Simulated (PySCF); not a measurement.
Computed shifts of a molecule C5H8S, PBE0/pcSseg-1 (PySCF), GIAO, gas phase, equivalent atoms averaged, in ppm (number of nuclei): ¹³C: 225.3 (1), 105.6 (1), 79.4 (1), 22.5 (1), 21.5 (1). ¹H: 5.23 (2), 2.34 (3), 2.22 (3). References: ¹³C against TMS (σ = 186.3 ppm); ³³S against H2S (σ = 716.7 ppm); ¹H against TMS (σ = 31.56 ppm), references at their B3LYP-D3(BJ)/def2-TZVP geometries, non-relativistic. Geometry: PBE0-D3(BJ)/def2-SVP. Other conformers were not sampled.

Pick the molecule that these values belong to.
A. C=C1C[C@H](C)S1
B. C=C=C(C)SC
C. C[C@@H]1CC=CS1
D. CC=C=CSC

B, C=C=C(C)SC
